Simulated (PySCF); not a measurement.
**Energy profile**

The step: ZnHClO ([OH][Zn][Cl]) + H₂ → ZnHCl ([Cl][ZnH]) + H₂O (still joined by a long Zn–O bond); bonds formed: Zn1–H5, O2–H4; bonds broken: H4–H5; bonds weakened to dative contacts: Zn1–O2 (atoms numbered as in the saddle structure below).

```
6
angstrom
Zn -0.5021 0.2711 -0.5875
O 0.0961 -0.5384 1.0655
Cl -1.9011 0.3950 -2.1572
H 0.9388 0.3090 0.5582
H 1.0934 1.0333 -0.1026
H 0.2749 -1.4699 1.2235
```

Electronic energies by CCSD(T) at an estimated basis limit (MP2 extrapolated from triple and quadruple zeta, plus CCSD(T) − MP2 in triple zeta), on PBE0-D4/def2-TZVP structures; ZnH3ClO, closed shell; no counterpoise correction. Computed with PySCF 2.14 with density fitting (its default auxiliary sets; JK sets also for MP2 and CCSD(T)) (basis: def2-TZVPP and def2-QZVPP); correlated methods freeze the cores. The 3s and 3p shells of Cu and Zn are frozen; filled d shells are correlated. Extrapolation: Hartree–Fock as exp(−7.88 √X), correlation as X^−2.97.

Question: Give the profile in kJ/mol, counted from the separated reactants. (Judge from chemistry; the value comes from the calculation.)

Answer: Computed:
```tsv
point	kJ/mol
separated: ZnHClO (linked as [OH][Zn][Cl]; Zn1, O2, Cl3, H6; singlet) + H2 (H4, H5; singlet)	0.0
start structure	-7.7
saddle	96.1
end structure	-39.2
separated: ZnHCl (linked as [Cl][ZnH]; Zn1, Cl3, H5; singlet) + H2O (O2, H4, H6; singlet)	9.1
```

T1 diagnostic: at most 0.016.

For scale, one of the runs: CCSD(T)/def2-TZVPP, 179 basis functions, launched by `OMP_NUM_THREADS=4 python run.py`. Hardware: 4 CPU threads of an Arm Neoverse V1, shared host. Wall time 5.5 min; peak host memory 1.9 GiB.
